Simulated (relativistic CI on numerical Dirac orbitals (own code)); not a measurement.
## Electric-dipole lines of Gd26+

Calculated at this level of theory: Dirac-Coulomb-Breit CI, orbitals from a KLI potential per configuration, a model potential for QED, unscaled Slater integrals (own radial code, finite nucleus).

CI space (outside the closed core [Ar] 3d10): 4s²4p⁶4d², 4s²4p⁵4d³, 4s²4p⁶4d4f, 4s4p⁶4d³, 4s²4p⁵4d²4f, 4s4p⁶4d²4f, 4s²4p⁶4d5s, 4s²4p⁶4f5s, 4s²4p⁶4d5p, 4s²4p⁶4d5d, 4s²4p⁵4d²5s, 4s²4p⁶4d5f, 4s²4p⁶5s5p, 4s²4p⁶4d5g, 4s²4p⁶4d6s, 4s4p⁶4d²5s, 4s²4p⁶4d6d, 4s²4p⁶4d6g, 4s²4p⁶4f², 4s²4p⁵4f³, 4s4p⁶4f³, 4p⁶4d⁴, 4p⁵4d⁵, 4p⁵4d⁴4f, 4s²4p⁶4f5p, 4s²4p⁵4f²5p, 4s4p⁶4f²5p, 4s²4p⁶5s², 4s²4p⁵4f5s², 4s4p⁶4f5s², 4s²4p⁶5p², 4s²4p⁵4f5p², 4s4p⁶4f5p², 4p⁶4d³5s, 4p⁵4d⁴5s, 4p⁵4d³4f5s, 4s4p⁶4d5s², 4s4p⁵4d4f5s², 4p⁶4d4f5s². Double excitations out of closed p, d and f shells are left out; levels of such configurations are missing from the list, as are those of other unlisted configurations, and high levels can miss mixing partners. These lack a partner that the ground configuration has and come out too high: 4s²4p⁵4d²5s, 4s4p⁶4d²5s.

| λ vac (nm) | Lower | Upper | A (s⁻¹) | gf | Branching (%) |
| --- | --- | --- | --- | --- | --- |
| 6.3817 | 4s²4p⁶4d² ³F2 [1] | 4s²4p⁵4d³ ³D°1 [126] | 1.29e+12 | 2.37e+00 | 47.7 |
| 6.4215 | 4s²4p⁶4d² ³F3 [3] | 4s²4p⁵4d³ ³D°2 [131] | 5.93e+11 | 1.83e+00 | 26.1 |
| 6.4553 | 4s²4p⁶4d² ³F3 [3] | 4s²4p⁵4d³ ³F°3 [129] | 3.99e+11 | 1.74e+00 | 16.7 |
| 6.4998 | 4s²4p⁶4d² ³P2 [4] | 4s²4p⁵4d³ ³S°1 [132] | 1.74e+12 | 3.31e+00 | 64.8 |
| 6.5621 | 4s²4p⁶4d² ³P1 [6] | 4s²4p⁵4d³ ³D°2 [131] | 1.58e+12 | 5.10e+00 | 69.4 |
| 6.5656 | 4s²4p⁶4d² ³P2 [4] | 4s²4p⁵4d³ ³F°3 [129] | 1.01e+12 | 4.58e+00 | 42.5 |
| 6.5731 | 4s²4p⁶4d² ³F4 [5] | 4s²4p⁵4d³ ³F°4 [130] | 1.98e+12 | 1.15e+01 | 84.3 |
| 6.5798 | 4s²4p⁶4d² ³F4 [5] | 4s²4p⁵4d³ ³F°3 [129] | 8.33e+11 | 3.78e+00 | 35.0 |
| 6.5923 | 4s²4p⁶4d² ³P0 [2] | 4s²4p⁵4d³ ³D°1 [126] | 1.27e+12 | 2.47e+00 | 46.8 |
| 6.5955 | 4s²4p⁶4d² ³F3 [3] | 4s²4p⁵4d³ ³D°2 [127] | 4.72e+11 | 1.54e+00 | 68.8 |
| 6.6341 | 4s²4p⁶4d² ³P2 [8] | 4s²4p⁵4d³ ³D°3 [138] | 1.93e+12 | 8.92e+00 | 97.7 |
| 6.6383 | 4s²4p⁶4d² ³P2 [8] | 4s²4p⁵4d³ ¹D°2 [137] | 1.77e+12 | 5.85e+00 | 99.7 |
| 6.6396 | 4s²4p⁶4d² ¹G4 [7] | 4s²4p⁵4d³ ¹G°4 [135] | 2.16e+12 | 1.28e+01 | 89.8 |
| 6.6508 | 4s²4p⁶4d² ¹G4 [7] | 4s²4p⁵4d³ ³G°5 [134] | 1.87e+12 | 1.37e+01 | 95.6 |
| 6.6597 | 4s²4p⁶4d² ¹G4 [7] | 4s²4p⁵4d³ ¹F°3 [133] | 1.57e+12 | 7.33e+00 | 86.3 |
| 6.6630 | 4s²4p⁶4d² ³P2 [8] | 4s²4p⁵4d³ ¹P°1 [136] | 2.16e+12 | 4.31e+00 | 98.2 |
| 6.6788 | 4s²4p⁶4d² ¹S0 [9] | 4s²4p⁵4d³ ¹P°1 [139] | 2.00e+12 | 4.02e+00 | 98.7 |
| 6.7343 | 4s²4p⁶4d² ³F3 [3] | 4s²4p⁵4d³ ³D°2 [123] | 4.84e+11 | 1.65e+00 | 41.0 |
| 6.7624 | 4s²4p⁶4d² ³F2 [1] | 4s²4p⁵4d³ ³F°2 [111] | 1.78e+12 | 6.10e+00 | 97.6 |
| 6.8079 | 4s²4p⁶4d² ³F4 [5] | 4s²4p⁵4d³ ³D°3 [124] | 6.52e+11 | 3.17e+00 | 59.1 |
| 6.8545 | 4s²4p⁶4d² ³P2 [4] | 4s²4p⁵4d³ ³D°2 [123] | 6.63e+11 | 2.34e+00 | 56.1 |
| 6.8726 | 4s²4p⁶4d² ³F3 [3] | 4s²4p⁶4d4f ³G°4 [116] | 1.41e+12 | 9.00e+00 | 83.5 |
| 6.8834 | 4s²4p⁶4d² ³F4 [5] | 4s²4p⁶4d4f ¹H°5 [122] | 1.62e+12 | 1.27e+01 | 95.2 |
| 6.8841 | 4s²4p⁶4d² ³F3 [3] | 4s²4p⁵4d³ ³F°3 [114] | 1.26e+12 | 6.28e+00 | 68.6 |
| 6.9643 | 4s²4p⁶4d² ³P2 [4] | 4s²4p⁵4d³ ³D°2 [117] | 7.92e+11 | 2.88e+00 | 55.0 |
| 6.9941 | 4s²4p⁶4d² ³P1 [6] | 4s²4p⁵4d³ ³P°1 [118] | 1.12e+12 | 2.46e+00 | 68.0 |
| 7.0025 | 4s²4p⁶4d² ³F2 [1] | 4s²4p⁶4d4f ³G°3 [101] | 1.77e+12 | 9.13e+00 | 98.8 |
| 7.0097 | 4s²4p⁶4d² ³P2 [4] | 4s²4p⁵4d³ ³F°3 [114] | 5.70e+11 | 2.94e+00 | 30.9 |
| 7.4157 | 4s²4p⁵4d³ ⁵F°5 [31] | 4s²4p⁵4d²4f ³I6 [398] | 6.10e+11 | 6.53e+00 | 59.9 |
| 7.5057 | 4s²4p⁵4d³ ³H°6 [22] | 4s²4p⁵4d²4f ⁵H7 [343] | 6.22e+11 | 7.89e+00 | 74.9 |

Terms are leading LS components. Brackets give the number of a level in order of energy, since labels repeat. The list gives strong lines, with weight on those to low levels, without lines whose two gauges differ by over a factor of 2.5, among the lowest 400 of 7480 levels, so that lines to higher ones, which can be the strongest, are missing. Levels whose partners in the same complex of configurations lie outside the list can be far off, and so can their lines. Rates are taken at the computed energies, electric ones in the length gauge.

At this charge energies of transitions that change n are usually good to better than 1 %, and those within a shell (Δn = 0) to a few per cent. Terms inside the open d or f shell come out 10 to 20 % too wide with unscaled integrals.

LS names give the leading component of a level, which can be under half, so a name can repeat, a term be missing and a line seem to break the LS rules.
